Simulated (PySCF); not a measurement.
# Electron correlation in Ge²⁺ (germanium, charge +2)

Starting occupation: [Ar] 3d10 4s2. Calculation: PySCF 2.14, in x2c-TZVPPall-2c with one added diffuse shell each of s, p, d type (7s8p5d1f, 63 functions); X2C-1e with screened-nucleus spin-orbit coupling, Gaussian nucleus. Frozen: [Ar]; 12 electrons correlated; the 6 highest virtual spinors left out.

MP2 pair energies summed by pair of shells (mhartree):

```csv
pair,energy,share (%)
3d3/2-3d5/2,-54.66,34.8
3d5/2-3d5/2,-37.54,23.9
4s1/2-4s1/2,-28.19,17.9
3d3/2-3d3/2,-15.35,9.8
3d5/2-4s1/2,-12.90,8.2
3d3/2-4s1/2,-8.48,5.4
```

Total MP2 correlation energy: -157.12 mhartree.

```
  level  correlation energy (mhartree)
   CCSD                        -161.29
    (T)                          -4.41
CCSD(T)                        -165.70
```

Diagnostics: T1 = 0.0075, largest double amplitude 0.099.

Question: Is a single reference adequate?

Answer: Mostly. T1 lies below 0.03, but a double amplitude of this size points to a near-degeneracy that CCSD handles and MP2 describes poorly.

This basis was not built for core-valence correlation, so the inner-shell part is incomplete.
